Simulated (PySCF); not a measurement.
C2H6ClNSi, SMILES C=C[SiH](N)Cl.

Geometry optimised at PBE0-D3(BJ)/def2-SVP. One conformer was computed; it need not be the lowest.

The numbers are results of TDA-PBE/def2-SVPD (PySCF), not measurements.

Vertical excitations. The molecule is in vacuum.

Computed UV-visible absorptions:
```tsv
state	energy (eV)	λ (nm)	f	main pairs
S1	4.81	258	0.005	HOMO→LUMO 99 %
S2	5.61	221	0.004	HOMO−2→LUMO 92 %
S3	5.95	209	0.002	HOMO−3→LUMO 97 %
S4	6.52	190	0.007	HOMO−4→LUMO 91 %
S5	6.55	189	0.042	HOMO→LUMO+1 80 %
S6	6.75	184	0.013	HOMO→LUMO+2 69 %, HOMO−1→LUMO+1 13 %
S7	6.85	181	0.171	HOMO−1→LUMO+1 36 %, HOMO−1→LUMO 22 %, HOMO→LUMO+3 12 %, HOMO→LUMO+2 12 %
S8	7.13	174	0.030	HOMO→LUMO+3 48 %, HOMO−1→LUMO+2 40 %
S9	7.16	173	0.017	HOMO−1→LUMO+2 51 %, HOMO→LUMO+3 30 %, HOMO−1→LUMO+1 9 %
S10	7.27	171	0.011	HOMO−2→LUMO+1 84 %
T1	4.30	288	0	HOMO−1→LUMO 86 %
T2	4.73	262	0	HOMO→LUMO 92 %
T3	5.40	230	0	HOMO−2→LUMO 91 %
T4	5.82	213	0	HOMO−3→LUMO 93 %
```
Triplets are in the Tamm–Dancoff approximation.
